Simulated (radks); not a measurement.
Values are calculated unless marked as measured or tabulated.
Species: Co2+. Configuration: [Ar] 3d6 4p1 (not the ground configuration). Level of theory: non-relativistic Kohn-Sham, LDA (Slater exchange, Perdew-Wang correlation), spin-polarised, spherical densities, point nucleus; open shells are filled with parallel spins first (a radial shooting solver on a logarithmic mesh with Libxc functionals).

Unscreened Slater integrals over Kohn-Sham orbitals (hartree). They are taken over the spin-up orbitals.

\begin{tabular}{lr}
integral & value \\ \hline
F0(4p,4p) & 0.33615 \\
F2(4p,4p) & 0.17902 \\
F0(4p,3d) & 0.43002 \\
F2(4p,3d) & 0.099733 \\
G1(4p,3d) & 0.040399 \\
G3(4p,3d) & 0.035082 \\
F0(4p,3p) & 0.43604 \\
F2(4p,3p) & 0.085766 \\
G0(4p,3p) & 0.022171 \\
G2(4p,3p) & 0.025540 \\
F0(4p,3s) & 0.43729 \\
G1(4p,3s) & 0.025070 \\
F0(3d,3d) & 0.98379 \\
F2(3d,3d) & 0.45744 \\
F4(3d,3d) & 0.28501 \\
F0(3d,3p) & 1.0430 \\
F2(3d,3p) & 0.49431 \\
G1(3d,3p) & 0.61008 \\
G3(3d,3p) & 0.37119 \\
F0(3d,3s) & 1.0605 \\
G2(3d,3s) & 0.46288 \\
F0(3p,3p) & 1.1174 \\
F2(3p,3p) & 0.55871 \\
F0(3p,3s) & 1.1368 \\
G1(3p,3s) & 0.75242 \\
F0(3s,3s) & 1.1579 \\
\end{tabular}

Derived for the open shells (J is the average intra-shell exchange parameter used in DFT+U). 3d: Racah B = F2/49 - 5 F4/441 = 0.006104 hartree, C = 35 F4/441 = 0.02262 hartree, C/B = 3.71, F4/F2 = 0.623, J = (F2 + F4)/14 = 0.05303 hartree. 4p: J = F2/5 = 0.03580 hartree.
